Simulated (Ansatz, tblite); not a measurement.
Forces on n-GeGeGeGeSiGeH14 (SiGe₅H₁₄) at its r2SCAN-D4/def2-SVP geometry. Charge 0, multiplicity 1.

The xTB rows come from tblite.

GFN1-xTB (tblite), largest force 0.69 eV/Å:

```xyz
20
positions Å, forces eV/Å
Ge    2.760    0.279   -0.282   -0.152   -0.486   -0.010
Ge    1.530   -1.743    0.229    0.197    0.458    0.156
Ge   -0.024   -1.328    2.041   -0.256   -0.118   -0.308
Ge   -2.088   -0.359    1.219    0.220    0.041    0.224
Si   -1.717    1.614   -0.069   -0.050   -0.098   -0.141
Ge   -1.013    1.093   -2.283   -0.144    0.221    0.182
H     1.843    1.509   -0.172    0.449   -0.376   -0.095
H     3.903    0.444    0.734   -0.425    0.060   -0.484
H     3.356    0.240   -1.697   -0.157    0.192    0.594
H     2.525   -2.851    0.626   -0.364    0.253   -0.282
H     0.752   -2.239   -1.004    0.319   -0.024    0.398
H     0.623   -0.351    3.042   -0.231   -0.414   -0.182
H    -0.337   -2.632    2.799    0.198    0.462   -0.022
H    -2.802   -1.406    0.342    0.111    0.278    0.452
H    -3.016   -0.043    2.408    0.156   -0.288   -0.444
H    -2.996    2.388   -0.169    0.383   -0.020    0.084
H    -0.706    2.481    0.612   -0.387   -0.058   -0.119
H     0.242    0.203   -2.291   -0.369    0.271   -0.213
H    -0.699    2.371   -3.077   -0.094   -0.672    0.120
H    -2.134    0.331   -3.009    0.596    0.318    0.089
```

GFN2-xTB (tblite), largest force 0.59 eV/Å:

```
Ge -0.116 -0.380 -0.003
Ge 0.069 0.326 0.224
Ge -0.207 -0.115 -0.241
Ge 0.233 0.346 -0.124
Si -0.162 0.147 -0.071
Ge -0.182 0.153 0.544
H 0.395 -0.232 -0.064
H -0.283 0.118 -0.400
H -0.083 0.205 0.447
H -0.248 0.115 -0.249
H 0.252 -0.063 0.237
H -0.124 -0.326 -0.071
H 0.189 0.294 0.061
H 0.004 0.164 0.355
H 0.041 -0.246 -0.295
H 0.436 -0.187 0.065
H -0.310 -0.237 -0.191
H -0.340 0.238 -0.249
H -0.057 -0.551 0.036
H 0.494 0.232 -0.011
```

r2SCANh-D4/def2-TZVP (Ansatz), largest force 0.19 eV/Å:

```
Ge 0.029 0.040 -0.005
Ge 0.005 -0.045 -0.006
Ge -0.001 0.002 0.039
Ge -0.029 0.021 -0.021
Si -0.041 0.128 0.046
Ge 0.006 -0.007 -0.009
H 0.048 -0.072 -0.008
H -0.068 -0.008 -0.058
H -0.029 0.001 0.072
H -0.049 0.060 -0.023
H 0.044 0.025 0.060
H -0.026 -0.049 -0.045
H 0.017 0.058 -0.035
H 0.030 0.050 0.042
H 0.048 -0.020 -0.055
H 0.163 -0.094 0.018
H -0.126 -0.113 -0.084
H -0.067 0.047 0.001
H -0.012 -0.064 0.038
H 0.058 0.040 0.035
```
